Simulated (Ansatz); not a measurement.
```yaml
crystal:
  periodic: [false, false, false]
  atoms:
    - {symbol: Cu, position_ang: [0.006116, -0.161265, -0.317273]}
    - {symbol: N, position_ang: [0.005295, 0.017080, 1.584141]}
    - {symbol: H, position_ang: [0.069342, 0.953939, 1.949132]}
    - {symbol: H, position_ang: [0.801708, -0.533118, 1.995160]}
    - {symbol: H, position_ang: [-0.847744, -0.418030, 2.005761]}
    - {symbol: N, position_ang: [-0.036769, -0.278656, -2.161720]}
    - {symbol: H, position_ang: [0.750298, 0.161297, -2.571533]}
    - {symbol: H, position_ang: [-0.852854, 0.154722, -2.546689]}
basis:
  gaussian: {orbitals: 6-31G}
magnetization: {spin_polarized: false, initial_magnetization: 2}
hamiltonian: {xc: {name: B3LYP}}
scf: {omitted_lower_state_checks: [starts]}
```

```sh
$ ansatz run in.yaml --threads 4 --pin off --events-out ev --progress --plain --max-ram 3916MiB
```

It prints (some lines left out):

```
Functional definition: B3LYP
710 factors; integrals over basis functions are off by at most 2.6e-4 eV
mean field evaluation 1: about -47680.2749 eV, gradient 7.2e1 eV
mean field evaluation 2: about -47680.4273 eV, gradient 7.2e1 eV
mean field evaluation 4: about -47683.5555 eV, gradient 6.4e1 eV
mean field evaluation 8: about -47691.9254 eV, gradient 8.8e0 eV
mean field evaluation 16: about -47692.1188 eV, gradient 7.1e-1 eV
mean field evaluation 32: about -47692.1309 eV, gradient 1.9e-5 eV
mean field -47692.13091894 eV, -1752.6534843836 hartree, gradient 1.4e-5 eV, S^2 2.000000; 0 other end points of the search recorded, 0 dependent functions left out
reference -47692.13116963 eV, -1752.6534935964 hartree; 25, 23 occupied and 32, 34 virtual orbitals, 710 factors
Total energy: -47692.13116963 eV, -1752.6534935964 hartree
Checks for a lower state left out: starts
```

Run time 2.4 s (4 threads of Arm Neoverse V1 on a shared host).

The 6-31G sets use Cartesian d functions. B3LYP takes the VWN-RPA correlation.

With spin_polarized false and unpaired electrons the run is restricted open-shell.
